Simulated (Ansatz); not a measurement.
`C#CC(=O)[SiH3]` + HI → `[SiH3]I` + `C#CC=O` at 400 K and 1 bar (ligand exchange at the Si–C bond).

Computed with Ansatz on PBE0-D4/def2-TZVP structures; ΔE is electronic, products minus reactants. CCSD(T)/CBS adds triple-zeta CCSD(T) − MP2 to the extrapolated MP2 energy (def2 sets, frozen cores). Elements past krypton have def2 core potentials. For I outer-core shells are correlated without core-valence functions, which leaves a few kJ/mol of doubt a bond.

```tsv
species	CCSD(T)/CBS energy (Eh)	H − E (kJ/mol)	S (J/(mol·K))
`C#CC(=O)[SiH3]`	-480.70818	168.4	370.7
HI	-298.03592	25.7	215.0
`[SiH3]I`	-588.34840	84.4	288.4
`C#CC=O`	-190.43458	118.8	293.7
```

H − E and S are ideal-gas, rigid-rotor, harmonic terms from PBE0-D4/def2-TZVP. 1 Eh = 2625.50 kJ/mol, R = 8.31446 J/(mol·K).

Problem. By hand: ΔE, ΔH, ΔS and ΔG.

Solution. ΔE = (-588.34840) + (-190.43458) − (-480.70818) − (-298.03592) = -0.03888 Eh = -102.1 kJ/mol. Δ(H − E) = 84.4 + 118.8 − 168.4 − 25.7 = 9.1, so ΔH = -93.0 kJ/mol. ΔS = 288.4 + 293.7 − 370.7 − 215.0 = -3.6 J/(mol·K). ΔG = -93.0 − 400 × (-3.6)/1000 = -91.6 kJ/mol.

Problem. By hand: the equilibrium constant, and the temperature at which ΔG would vanish if ΔH and ΔS stayed fixed.

Solution. log₁₀ K = −ΔG/(RT ln 10) = 12.0. ΔG = 0 at ΔH/ΔS = 25833 K, far beyond where these terms or the molecules hold.

The number of gas molecules stays the same, so ΔS is small and ΔH decides. A doubt of 5 kJ/mol in ΔE shifts log₁₀ K by 0.7 here. Modes under 60 cm⁻¹, often nearly free rotors, make the harmonic entropy too high. These are equilibria of isolated gas molecules and say nothing of rates. Largest T1 diagnostic: 0.016 (customary marks: 0.02 for closed shells, 0.045 for open ones).
